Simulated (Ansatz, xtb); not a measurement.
## Redistribution: CBr2F2 + CH2BrCl → CBrClF2 + CH2Br2

Species: CBr2F2 `FC(F)(Br)Br`, singlet; CH2BrCl (bromochloromethane) `ClCBr`, singlet; CBrClF2 `FC(F)(Cl)Br`, singlet; CH2Br2 (dibromomethane) `BrCBr`, singlet. The partners trade Br for Cl; both sit on C, so the bond types are kept.

Shapes, held fixed at every level: PBE0-D4/def2-TZVP. Programs: Ansatz 0.2.0, xtb 6.7.1. The zero-point and thermal change to 298 K, harmonic and unscaled (PBE0-D4/def2-TZVP), is -0.2 kJ/mol.

**The experiment to reproduce.** Tabulated heats of formation (Active Thermochemical Tables): CBr2F2 -384.5; CH2BrCl -44.7; CBrClF2 -442.2; CH2Br2 +3.1 kJ/mol, which give ΔH(298 K) = -9.9 kJ/mol.

| level | kind | ΔH (kJ/mol) | computed − measured | CPU time (all species) |
| --- | --- | --- | --- | --- |
| GFN0-xTB | semi-empirical | -8.3 | +1.6 | 0.18 s |
| HF/def2-SVP | Hartree–Fock | -15.3 | -5.4 | – |
| SPW92/def2-TZVPP | LDA | -7.1 | +2.8 | 11 s |
| B3LYP-D4/def2-TZVPP | global hybrid | -6.5 | +3.4 | 42 s |
| BHLYP-D4/def2-TZVPP | global hybrid | -8.4 | +1.5 | 31 s |
| MP2/def2-TZVPP | perturbation theory | -9.7 | +0.2 | – |
| CCSD(T)/def2-SVP | coupled cluster or CI | -14.6 | -4.7 | 32 s |
| CCSD(T)/def2-TZVPP | coupled cluster or CI | -9.5 | +0.4 | 5.2 min |

Nearest: MP2/def2-TZVPP (+0.2); farthest: HF/def2-SVP (-5.4). 8 of 8 levels lie within 10 kJ/mol. Relativity is left out for Br unless named. Correlated rows may include outer-core shells of Br, which these sets cover unevenly. Times are processor times on shared x86 and Arm servers, and rough.
